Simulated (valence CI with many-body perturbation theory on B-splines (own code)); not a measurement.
From CI to CI+MBPT in Hg LXXIII

Computed by valence CI with perturbative core correlation (CI+MBPT): six valence electrons over a frozen Dirac-Fock core [He], radial functions for each j: 9 s, 9 p, 8 d, 6 f, 3 g, 1 h, with the one-electron correlation potential Σ1 (screened to all orders), the two-electron term Σ2, the three-electron term Σ3, Breit, model QED; selected single and double excitations, second order for the rest, scaled by the run's own slope (own B-spline code, finite nucleus).

The last digits are not significant, and no measured levels were compared; by estimate large intervals hold to a few tenths of a per cent, small ones and those within an open d or f shell to about a per cent. Among the levels kept, up to 1900 cm⁻¹ of a level comes from second order outside the variational space, and about a tenth of that is noise between levels of different J, which matters for small intervals.

Each rung adds one term. CI alone is the Dirac-Coulomb CI over the frozen core; QED comes last and gives the full result, which names the levels. Energies are above (2s^2 2p1/2^2 2p3/2^2) J=2 on the same rung, in × 10³ cm⁻¹.

Levels are named by their leading jj configuration (3d3/2^4 stands for four electrons in 3d with j = 3/2), which in mixed levels can hold well under half, so a name can repeat and another be missing. Letters in brackets count levels of one name in rising energy.

| Level | CI alone | + Σ1 | + Σ2 | + Σ3 | + Breit | Full |
| --- | --- | --- | --- | --- | --- | --- |
| (2s^2 2p1/2^2 2p3/2^2) J=0 | 464.13 | 464.13 | 466.70 | 466.30 | 553.69 | 553.45 |
| (2s^2 2p1/2 2p3/2^3) J=1 | 16376 | 16378 | 16378 | 16378 | 16217 | 16235 |
| (2s^2 2p1/2 2p3/2^3) J=2 | 16608 | 16610 | 16611 | 16610 | 16367 | 16385 |
| (2s 2p1/2^2 2p3/2^3) J=2 | 20166 | 20165 | 20162 | 20160 | 20124 | 19951 |
| (2s 2p1/2^2 2p3/2^3) J=1 | 20898 | 20897 | 20893 | 20889 | 20884 | 20711 |
| (2s^2 2p3/2^4) J=0 | 33179 | 33184 | 33187 | 33186 | 32840 | 32873 |
| (2s 2p1/2 2p3/2^4) J=0 | 36648 | 36649 | 36649 | 36647 | 36454 | 36298 |
| (2s 2p1/2 2p3/2^4) J=1 | 37024 | 37025 | 37023 | 37019 | 36778 | 36623 |
| (2p1/2^2 2p3/2^4) J=0 | 41374 | 41372 | 41366 | 41361 | 41340 | 40995 |
| (2s^2 2p1/2^2 2p3/2 3s) J=2 | 81689 | 81691 | 81693 | 81691 | 81586 | 81616 |
| (2s^2 2p1/2^2 2p3/2 3s) J=1 | 81765 | 81768 | 81769 | 81767 | 81668 | 81697 |
| (2s^2 2p1/2^2 2p3/2 3p1/2) J=1 | 82793 | 82795 | 82796 | 82794 | 82760 | 82734 |
| (2s^2 2p1/2^2 2p3/2 3p1/2) J=2 | 82826 | 82827 | 82828 | 82826 | 82768 | 82743 |
| (2s^2 2p1/2^2 2p3/2 3p3/2) J=3 | 87529 | 87531 | 87532 | 87530 | 87408 | 87388 |
| (2s^2 2p1/2^2 2p3/2 3p3/2) J=1 | 87527 | 87529 | 87530 | 87528 | 87414 | 87394 |
| (2s^2 2p1/2^2 2p3/2 3p3/2) J=2 | 87782 | 87784 | 87785 | 87783 | 87673 | 87654 |
| (2s^2 2p1/2^2 2p3/2 3p3/2) J=0 | 87985 | 87987 | 87989 | 87988 | 87912 | 87892 |
| (2s^2 2p1/2^2 2p3/2 3d3/2) J=2 | 88599 | 88601 | 88603 | 88601 | 88490 | 88462 |
| (2s^2 2p1/2^2 2p3/2 3d3/2) J=3 | 88692 | 88695 | 88697 | 88695 | 88560 | 88532 |
| (2s^2 2p1/2^2 2p3/2 3d3/2) J=1 | 88703 | 88705 | 88707 | 88705 | 88596 | 88568 |
| (2s^2 2p1/2^2 2p3/2 3d3/2) J=0 | 88700 | 88702 | 88706 | 88704 | 88638 | 88610 |
| (2s^2 2p1/2^2 2p3/2 3d5/2) J=4 | 89792 | 89795 | 89798 | 89796 | 89639 | 89614 |
| (2s^2 2p1/2^2 2p3/2 3d5/2) J=2 | 89887 | 89889 | 89891 | 89889 | 89744 | 89719 |
| (2s^2 2p1/2^2 2p3/2 3d5/2) J=3 | 90040 | 90042 | 90044 | 90042 | 89880 | 89855 |
| (2s^2 2p1/2^2 2p3/2 3d5/2) J=1 | 90127 | 90129 | 90131 | 90129 | 90000 | 89974 |
| (2s^2 2p1/2 2p3/2^2 3s) J=2 [a] | 97980 | 97984 | 97986 | 97984 | 97672 | 97720 |
| (2s^2 2p1/2 2p3/2^2 3s) J=1 [a] | 98089 | 98094 | 98096 | 98094 | 97781 | 97829 |
| (2s^2 2p1/2 2p3/2^2 3s) J=3 | 98287 | 98291 | 98294 | 98291 | 97869 | 97917 |
| (2s^2 2p1/2 2p3/2^2 3s) J=2 [b] | 98354 | 98358 | 98360 | 98358 | 97951 | 97998 |
| (2s^2 2p1/2 2p3/2^2 3s) J=0 | 98635 | 98640 | 98644 | 98641 | 98368 | 98414 |
| (2s^2 2p1/2 2p3/2^2 3s) J=1 [b] | 98678 | 98682 | 98685 | 98682 | 98395 | 98443 |

Question: How does the ionisation energy move along the ladder, and which term matters most?

Answer: CI alone 19336, + Σ1 19337, + Σ2 19337, + Σ3 19337, + Breit 19317, + QED 19313 eV. The largest step is Breit, -20 eV. NIST lists 19310 ± 70 eV (theoretical).
